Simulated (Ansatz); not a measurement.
Basis-set extrapolation for C₃H₁₀OSi (`OCCC[SiH3]`) (PBE0-D4/def2-TZVP geometry, frozen core, Ansatz 0.2.0). Multiplicity 1, RHF reference.

```tsv
	def2-TZVPP	def2-QZVPP
HF	-483.299793	-483.318116
MP2 correlation	-0.898766	-0.960705
CCSD(T) correlation	-0.991374	not run
```

Energies in hartree. Use E(X) = E(∞) + A·exp(−7.88·√X) for Hartree–Fock and E(X) = E(∞) + B·X^(−2.97) for correlation, with X = 3 and 4, and add CCSD(T) minus MP2 of the smaller set to the MP2 limit.

**Question.** What is the CCSD(T) energy at the basis-set limit?

**Answer.** HF limit: -483.318116 + (-0.018323) × 0.13774 = -483.32064. MP2 limit: -0.960705 + (-0.061939) × 0.74074 = -1.00659. Higher-order term: -0.991374 − (-0.898766) = -0.09261. Total: -484.41984 hartree, 337.8 kJ/mol below CCSD(T)/def2-TZVPP.
